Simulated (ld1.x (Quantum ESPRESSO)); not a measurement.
# silicon, ultrasoft: configuration errors across variants

- Element: silicon (Si)
- Generator: ld1.x (Quantum ESPRESSO) 7.5
- Type: ultrasoft
- Functional: PBE
- Relativity: scalar-relativistic
- Frozen core: [Ne]
- Valence charge: 4
- Reference configuration: 3s1 3p3
- Partial waves: 3s (bound): rcut 1.40, rcutus 1.65 bohr; 3s channel at 4.35 Ry: rcut 1.40, rcutus 1.65 bohr; 3p (bound): rcut 1.10, rcutus 1.45 bohr; 3p channel at 2.25 Ry: rcut 1.10, rcutus 1.45 bohr
- Local potential: all-electron potential smoothed inside 1.15 bohr (lloc = -2)
- Core correction: Bessel-smoothed model core, default radius (core density twice the valence density)
- Augmentation charge: PSQ, inside the norm-conserving radii

All-electron excitation energies from the reference (eV): (1) 3s2 3p2 -6.814; (2) 3s2 3p1 0.926; (3) 3s2 3p0 16.919; (4) 3s1 3p2 8.356; (5) 3s1 3p0 50.890; (6) 3s2 3p2.3 -7.744; (7) 3s2 3p1.5 -3.893.

3 further variants failed, have other tests or too few solved ones, and are left out.

A true bound ghost makes a file unfit for plane-wave use even where its test errors are small: the radial tests pick states by their node count and pass the ghost by.

Errors AE − PS in meV (a dash: test not solved or not reliable):

```csv
change,(1),(2),(3),(4),(5),(6),(7),bound ghosts
base,+0.2,-0.9,-6.9,0.0,-27,+0.4,-0.2,none
"waves 3p (bound): rcut 1.10, rcutus 1.32 bohr; 3p channel at 2.25 Ry: rcut 1.10, rcutus 1.32 bohr",-0.2,-1.3,-8.2,-1.5,-30,-0.3,-0.3,p
"waves 3p (bound): rcut 1.10, rcutus 1.48 bohr; 3p channel at 2.25 Ry: rcut 1.10, rcutus 1.48 bohr",+0.1,-0.8,-6.5,-0.3,-26,+0.3,-0.2,none
"waves 3p (bound): rcut 1.10, rcutus 1.60 bohr; 3p channel at 2.25 Ry: rcut 1.10, rcutus 1.60 bohr",+0.1,-0.7,-5.5,-0.5,-24,+0.2,-0.2,none
"waves 3p (bound): rcut 1.10, rcutus 1.74 bohr; 3p channel at 2.25 Ry: rcut 1.10, rcutus 1.74 bohr",0.0,-0.6,-4.5,-0.5,-22,+0.2,-0.2,none
"waves 3p (bound): rcut 1.10, rcutus 1.92 bohr; 3p channel at 2.25 Ry: rcut 1.10, rcutus 1.92 bohr",0.0,-0.5,-3.9,-0.5,-21,+0.1,-0.1,none
"waves 3p (bound): rcut 1.10, rcutus 2.06 bohr; 3p channel at 2.25 Ry: rcut 1.10, rcutus 2.06 bohr",+0.1,-0.4,-3.7,-0.5,-21,+0.1,-0.1,none
```

Q: Give the same row for: waves 3p (bound): rcut 1.10, rcutus 2.20 bohr; 3p channel at 2.25 Ry: rcut 1.10, rcutus 2.20 bohr.

A: +0.1, -0.3, -3.4, -0.5, -20, +0.1, -0.1; bound ghosts: none.
